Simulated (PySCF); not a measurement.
ClRb, SMILES [Cl][Rb] (connectivity only; charge and spin as stated), charge -1, multiplicity 2. The structure is a stationary point at PBE-D3(BJ)/def2-TZVPD. The spin state was assumed, not searched. The def2 effective core potentials stand for the cores of Rb; spin–orbit coupling is left out.

Computed with PBE-D3(BJ)/def2-TZVPD (PySCF 2.14.0).

Harmonic wavenumbers (cm⁻¹): 163. Rotational constants (GHz): 2.207 (linear); symmetry number 1.

Task: Work out the zero-point energy and the ideal-gas rigid-rotor harmonic-oscillator thermochemistry at 298.15 K and 1 atm.

Result: ZPE = ½ Σ hcν = ½ × 163 cm⁻¹ = 0.23 kcal/mol. H − E(el) = 2.70 kcal/mol. Entropy in cal/(mol K): translation 40.28, rotation 17.77, vibration 2.51, spin 1.38, total 61.94. G − E(el) = -15.77 kcal/mol. Cp = 8.84 cal/(mol K).
